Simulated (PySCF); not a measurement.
This PySCF input asks for the NMR shieldings of `P1(C(C)C)C=CCC=C1`, C8H13P; the geometry comes from PBE0-D3(BJ)/def2-SVP.

```python
import basis_set_exchange as bse
import numpy as np
from pyscf import gto, dft
from pyscf.prop import nmr

atoms = """
C    -2.692939   -1.109778    0.294392
C    -1.756102   -0.131738   -0.406915
C    -1.501248    1.119687    0.417138
P    -0.197836   -1.040672   -0.949562
C     0.719189   -1.176912    0.612791
C     1.919642   -0.633476    0.852219
C     2.690005    0.250685   -0.078404
C     1.951286    0.737636   -1.286109
C     0.753114    0.309217   -1.703563
H    -3.663914   -0.634239    0.507849
H    -2.879154   -2.006129   -0.316629
H    -2.275464   -1.440755    1.259498
H    -2.217713    0.156004   -1.370023
H    -2.445600    1.648590    0.628870
H    -0.826077    1.817216   -0.100516
H    -1.033333    0.865822    1.381755
H     0.273997   -1.821273    1.379049
H     2.410362   -0.847560    1.809543
H     3.611620   -0.274676   -0.401933
H     3.072728    1.121935    0.486107
H     2.463780    1.511973   -1.869739
H     0.325388    0.743567   -2.614644
"""
names = dict.fromkeys(["C", "P", "H"], "pcSseg-1")
basis = {el: gto.basis.parse(bse.get_basis(n, elements=[el], fmt="nwchem")) for el, n in names.items()}
mol = gto.M(atom=atoms, basis=basis, charge=0, verbose=0)
mf = dft.RKS(mol, xc="PBE")
mf.grids.level = 2
mf.grids.alignment = dft.numint.BLKSIZE   # the property module wants whole blocks of grid points
mf.conv_tol = 1e-9
mf.kernel()

calc = nmr.RKS(mf)   # GIAO
sigma = calc.kernel()   # uncoupled for a functional without exact exchange
for i, s in enumerate(sigma):   # ppm
    print("%2d %-2s %9.2f" % (i, mol.atom_pure_symbol(i), np.trace(s) / 3))
```

**Question.** What does it print?

**Answer.** 
```
 0 C     158.89
 1 C     145.84
 2 C     158.26
 3 P     350.91
 4 C      54.11
 5 C      42.30
 6 C     144.44
 7 C      43.54
 8 C      49.22
 9 H      29.99
10 H      29.76
11 H      30.33
12 H      29.72
13 H      30.09
14 H      29.59
15 H      30.19
16 H      25.30
17 H      24.92
18 H      28.05
19 H      28.00
20 H      24.99
21 H      25.36
```

These numbers come from an equivalent density-fitted implementation of the same equations, which agrees with the script to about 0.01 ppm for H and up to a few tenths of a ppm for heavy atoms, so last digits may differ.

Size and cost of the density-fitted run: 225 basis functions, 69 s wall time on 1 thread of an Arm Neoverse V1, shared host; peak memory 0.96 GiB.
